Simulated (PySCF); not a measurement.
**Simulated characterisation data**

PySCF 2.14.0 with density-fitted response routines calculation with structure optimised with GFN2-xTB and GIAO PBE0/pcSseg-1 shieldings; gas phase, one averaged value for each set of equivalent atoms, non-relativistic, one computed conformer.

References, each an isolated molecule treated in the same way: TMS for 1H, 13C. Where no couplings were computed, multiplicities follow the n + 1 count of equivalent neighbours, and m marks all less simple cases (inequivalent or close neighbours, rings, F or P nearby). Shifts are as computed. Against solution values, carbons near 30 ppm lie about +3 ppm off and those near 130 ppm about +5 ppm (rms about the fit 2.1 ppm; single classes can miss by 10 ppm). Of 1328 compounds with measured shifts, 309 miss one by over three times the rms of a fit or turn the order of signals round; such compounds aren't used in these exercises. Signals without a measured value on file couldn't be tested in this way; 1H shifts scatter by 0.2 ppm about their fit, and single ones miss by 0.5 ppm.

**1.** methylacetylacetone, C6H10O2. 1H NMR (500 MHz, computed): δ 3.69 (q, 1H), 2.23 (s, 6H), 1.40 (d, 3H). 13C{1H} NMR (computed): δ 210.2 (C), 69.9 (CH), 28.8 (CH3), 15.4 (CH3).

**2.** alpha-isopropyl-beta-propiolactone, C6H10O2. 1H NMR (500 MHz, computed): δ 4.32 (m, 1H), 3.97 (m, 1H), 2.98 (m, 1H), 1.78 (m, 1H), 1.27 (d, 3H), 0.90 (d, 3H). 13C{1H} NMR (computed): δ 176.2, 65.9, 63.4, 35.0, 23.6, 22.0.
